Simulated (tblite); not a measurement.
Species: C4H12O2Si.
Geometry (GFN2-xTB, Å), atoms numbered from 1 in this order:
```xyz
19
C4H12O2Si angstrom
C     -1.7770   -1.2421    1.1951
O     -0.4790   -0.7608    1.0026
Si     0.0573    0.3314   -0.0962
C     -0.7278    2.0459    0.1005
C     -0.2207   -0.3379   -1.8645
O      1.6187    0.5728    0.2760
C      2.6364   -0.3748    0.4368
H     -1.7386   -1.9995    1.9792
H     -2.1701   -1.6897    0.2794
H     -2.4468   -0.4366    1.5056
H     -1.7961    2.0011   -0.0876
H     -0.3030    2.7621   -0.5932
H     -0.5830    2.4350    1.1031
H      0.1463   -1.3568   -1.9656
H      0.2935    0.2691   -2.6033
H     -1.2738   -0.3447   -2.1314
H      3.4825    0.1235    0.9115
H      2.3034   -1.2031    1.0637
H      2.9485   -0.7672   -0.5341
```

Computed values, GFN2-xTB/tblite, gas phase, harmonic and unscaled. Against measured fundamentals such values can be off by several per cent, at times by over 20. One conformer, not necessarily the lowest.

Harmonic wavenumbers (cm⁻¹): 54.3, 71.5, 76.8, 90.2, 96.7, 102.7, 116.7, 149.3, 177.1, 209.4, 253.9, 293.0, 352.0, 617.3, 736.7, 751.9, 759.7, 791.9, 828.2, 852.7, 879.1, 1127.3, 1128.7, 1133.3, 1137.2, 1150.4, 1153.5, 1378.9, 1381.4, 1406.9, 1413.8, 1478.7, 1479.5, 1485.1, 1486.7, 1487.4, 1491.8, 1494.1, 1497.2, 2945.5, 2946.3, 2958.3, 2972.1, 2984.2, 2985.6, 3024.6, 3038.1, 3045.0, 3048.7, 3051.4, 3067.6.

A = 2346, B = 1646, C = 1437 MHz; mass 120.061 u (most abundant isotopes); point group C1, symmetry number 1.

Zero-point energy?

½Σν̃ = 34320 cm⁻¹ = 98.13 kcal/mol.

Give the ideal-gas entropy at 273.15 K and 1 bar in the rigid-rotor, harmonic-oscillator model (classical rotation).

Translation 39.85, rotation 28.19, vibration 37.51: S = 105.6 cal/(mol K).

And Cp and H(273.15 K) − H(0)?

Cp = 38.41 cal/(mol K), of which vibrations give 30.46 (their classical limit is 51 R = 101.3); H(273.15 K) − H(0) = 7.21 kcal/mol without the zero-point energy, 5.04 from vibrations.

Blend soft modes into free rotors: weight 1/[1 + (100 cm⁻¹/ν̃)⁴] for the oscillator and the rest for a rotor with moment μB/(μ + B), μ = h/(8π²ν), B = 10⁻⁴⁴ kg m². What vibrational entropy results?

34.24 cal/(mol K) in place of 37.51, which changes −T·S at 273.15 K by +0.90 kcal/mol.

Which modes carry the vibrational entropy at 273.15 K?

54.3 cm⁻¹: 4.48; 71.5 cm⁻¹: 3.94; 76.8 cm⁻¹: 3.80; 90.2 cm⁻¹: 3.48; 96.7 cm⁻¹: 3.35; 102.7 cm⁻¹: 3.23 cal/(mol K); the other 45 give 15.23 together.

What must be added to the electronic energy to get the Gibbs energy at 273.15 K and 1 bar?

ZPE + [H(273.15 K) − H(0)] − T·S = 98.13 + 7.21 − 28.83 = 76.51 kcal/mol.

Hindered rotation and anharmonicity are outside this model. Other conformers, if any are populated, would add a mixing term that is left out. The structure is chiral; the term R ln 2 for an equal mix with its mirror image is left out.
